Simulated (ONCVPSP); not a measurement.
molybdenum (Mo), ONCV: configuration errors across variants

```json
{
  "Element": "molybdenum (Mo)",
  "Generator": "ONCVPSP 4.0.1",
  "Type": "optimised norm-conserving Vanderbilt (ONCV)",
  "Functional": "PBEsol",
  "Relativity": "scalar-relativistic",
  "Frozen core": "[Ar] 3d10",
  "Valence charge": "14",
  "Reference configuration": "4s2 4p6 4d5 5s1",
  "Partial waves": "4s+5s: rc 1.70 bohr, ncon 4, nbas 7, qcut 8.6 1/bohr, 2 projectors; 4p: rc 1.35 bohr, ncon 5, nbas 10, qcut 5.5 1/bohr, 2 projectors, debl 3.9 Ha; 4d: rc 1.65 bohr, ncon 5, nbas 8, qcut 4.9 1/bohr, 1 projector",
  "Local potential": "polynomial inside 1.30 bohr (lpopt 4, dvloc0 2 Ha)",
  "Core correction": "none"
}
```

All-electron excitation energies from the reference (eV): (1) 4s2 4p6 4d5 5s0 6.905; (2) 4s2 4p6 4d4 5s0 22.360; (3) 4s2 4p6 4d3 5s0 49.085; (4) 4s2 4p6 4d4 5s1 8.084.

1 further variants failed, have other tests or too few solved ones, and are left out.

A true bound ghost makes a file unfit for plane-wave use even where its test errors are small: the radial tests pick states by their node count and pass the ghost by.

Errors AE − PS in meV (a dash: test not solved or not reliable):

```tsv
change	(1)	(2)	(3)	(4)	bound ghosts	GHOST(+) flags above zero
base	-1.7	-1.0	+2.0	+0.5	none	p
p: ncon 4, nbas 9	-1.7	-0.9	+2.1	+0.5	none	none
s: rc 1.74	-1.7	-1.0	+2.0	+0.5	none	p
local potential polynomial inside 1.30 bohr (lpopt 4, dvloc0 1 Ha)	-1.7	-0.6	+3.7	+0.8	none	none
all radii scaled by about 1.10 (s 1.86, p 1.48, d 1.82 bohr); local potential polynomial inside 1.42 bohr (lpopt 4, dvloc0 2 Ha)	-1.7	-2.1	-0.1	0.0	none	none
local potential polynomial inside 1.25 bohr (lpopt 5, dvloc0 0 Ha)	-1.7	-0.8	+2.9	+0.6	none	s
p: qcut 8.2	-1.6	-1.0	+1.9	+0.7	none	none
p: debl 2.45	-1.7	-1.0	+2.0	+0.5	p	p
```

Question: Give the same row for: core correction Teter function, fcfact 2.75, rcfact 1.7.

Answer: -2.1, -0.9, +1.7, +0.3; bound ghosts: none; GHOST(+) flags above zero: p.
